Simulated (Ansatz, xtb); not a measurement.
## Relaxing a trial structure of CH5GaSi2

The starting geometry of this gas-phase singlet was built from a drawn formula by distance geometry; its bonds are those of `[GaH2][C]1=[SiH][SiH2]1`.

```yaml
atoms:
  - { symbol: C, position_ang: [-0.2435, 1.3364, 1.3738] }
  - { symbol: Ga, position_ang: [-1.9033, 2.5034, 2.0454] }
  - { symbol: Si, position_ang: [1.3352, 1.4686, 1.8982] }
  - { symbol: Si, position_ang: [0.5829, -0.0433, 0.4502] }
  - { symbol: H, position_ang: [-2.9307, 2.7674, 0.8087] }
  - { symbol: H, position_ang: [-2.7220, 1.4587, 3.0913] }
  - { symbol: H, position_ang: [2.4200, 2.2107, 2.4148] }
  - { symbol: H, position_ang: [0.4761, -1.4154, 0.9319] }
  - { symbol: H, position_ang: [0.9351, 0.1598, -0.9417] }
```

Task: Predict what becomes of its bonds when it is optimised with r2SCAN-D4/def2-SVP.

Result: It keeps its bonds, and is `[GaH2][C]1=[SiH][SiH2]1`.

The energy falls by 2.11 eV over 23 steps:

```json
{"step": "1", "E − E(last) (eV)": "2.109"}
{"step": "3", "E − E(last) (eV)": "0.234"}
{"step": "6", "E − E(last) (eV)": "0.028"}
{"step": "8", "E − E(last) (eV)": "0.025"}
{"step": "11", "E − E(last) (eV)": "0.012"}
{"step": "13", "E − E(last) (eV)": "0.007"}
{"step": "16", "E − E(last) (eV)": "0.002"}
{"step": "18", "E − E(last) (eV)": "0.000"}
{"step": "21", "E − E(last) (eV)": "0.000"}
{"step": "23", "E − E(last) (eV)": "0.000"}
```

Final geometry (Å):

```yaml
atoms:
  - { symbol: C, position_ang: [-0.2397, 1.2274, 1.5779] }
  - { symbol: Ga, position_ang: [-1.9812, 1.9913, 1.8670] }
  - { symbol: Si, position_ang: [1.4533, 1.3336, 1.9825] }
  - { symbol: Si, position_ang: [0.6211, 0.0613, 0.3743] }
  - { symbol: H, position_ang: [-2.9596, 2.1562, 0.6537] }
  - { symbol: H, position_ang: [-2.3949, 2.4590, 3.3032] }
  - { symbol: H, position_ang: [2.2365, 2.2694, 2.8489] }
  - { symbol: H, position_ang: [0.5197, -1.4187, 0.5538] }
  - { symbol: H, position_ang: [0.6946, 0.3669, -1.0887] }
```

From the same start GFN2-xTB ends elsewhere, differing in Ga2–Si3 (2.67 against 3.50 Å here), Si3–Si4 (3.38 against 2.21 Å here).

The end wasn't checked by frequencies. Run with Ansatz 0.2.0, 46 s on 2 threads of Intel(R) Xeon(R) Platinum 8488C (Sapphire Rapids) (shared host).
